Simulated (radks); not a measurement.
Removal energies from the titanium ion Ti3+, [Ar] 3d(3/2: 1, 5/2: 0), by Delta-SCF beside the eigenvalue of the level emptied. All-electron calculation, Dirac Kohn-Sham, PBE, spin-unpolarised, spherical densities, finite nucleus; Fermi nuclear charge, rms radius of each element as measured or else 0.836 A^(1/3) + 0.57 fm. Program: a radial shooting solver on a logarithmic mesh with Libxc functionals. Sub-shells are occupied by j as written (lower j first in brackets).

removed from                             final configuration  Delta-SCF (eV)  -eigenvalue (eV)
3d3/2                                                   [Ar]          43.322            34.722
3p3/2         [Ne] 3s2 3p(1/2: 2, 3/2: 3) 3d(3/2: 1, 5/2: 0)          80.231            70.676
3p1/2         [Ne] 3s2 3p(1/2: 1, 3/2: 4) 3d(3/2: 1, 5/2: 0)          80.970            71.367
3s1/2                        [Ne] 3s1 3p6 3d(3/2: 1, 5/2: 0)          105.01            95.023
